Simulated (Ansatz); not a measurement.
Ansatz (a program for electronic structure) input:

Ansatz 0.2 input:
```yaml
crystal:
  periodic: [false, false, false]
  atoms:
    - {symbol: Si, position_ang: [0.65536130, 0.01568887, -0.09406320]}
    - {symbol: F, position_ang: [1.16664943, 1.40849498, -0.65411238]}
    - {symbol: F, position_ang: [1.17114411, -1.07486413, -1.12334690]}
    - {symbol: F, position_ang: [1.55622582, -0.22241086, 1.19394177]}
    - {symbol: C, position_ang: [-1.15684413, -0.04333605, 0.17871329]}
    - {symbol: H, position_ang: [-1.72232717, 0.82531672, 0.46315522]}
    - {symbol: H, position_ang: [-1.72241629, -0.95163589, 0.07530461]}
basis:
  gaussian:
    orbitals: def2-TZVP
hamiltonian:
  xc: b3lyp
  dispersion: d3bj
magnetization: {spin_polarized: true, initial_magnetization: 1}
relax: {f_tol: 0.002, max_steps: 150}
```

Question: Which total energy does the run end on?

Answer: -628.68331 Eh (B3LYP-D3(BJ)/def2-TZVP). The basis has 173 functions.

It need not be the lowest isomer of its formula.
